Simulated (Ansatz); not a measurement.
C₃H₈SSi (`C=CS[SiH2]C`) at its PBE0-D4/def2-TZVP geometry, where that method's forces vanish. Total charge 0; spin multiplicity 1.

```xyz
13

C    -1.1368    0.4463   -2.8893
C    -1.0589    0.2757   -1.5762
S     0.1457   -0.7503   -0.8082
Si    0.3358    0.2571    1.0718
C     1.3189   -0.8521    2.2003
H    -0.4202    0.0014   -3.5701
H    -1.9385    1.0369   -3.3165
H    -1.7883    0.7306   -0.9119
H    -1.0348    0.5133    1.5952
H     1.0086    1.5727    0.8983
H     1.4511   -0.3751    3.1745
H     2.3085   -1.0506    1.7832
H     0.8088   -1.8058    2.3488
```

(1) What forces (eV/Å) does B3LYP-D4/def2-TZVPP give on these atoms in Ansatz? (Estimate.)

Results:

(1) Ansatz gave: 
```
C1  -0.038  0.042 -0.151
C2  -0.196  0.131  0.000
S3   0.144 -0.204 -0.007
Si4 -0.064  0.206  0.116
C5   0.057 -0.053  0.072
H6  -0.059  0.039  0.037
H7   0.060 -0.043  0.009
H8   0.048 -0.030 -0.068
H9   0.093 -0.010 -0.026
H10 -0.045 -0.079  0.017
H11  0.005 -0.040 -0.037
H12 -0.044 -0.002  0.035
H13  0.040  0.042  0.004
```

B3LYP here is the variant with VWN-RPA as its local correlation; programs differ in this.
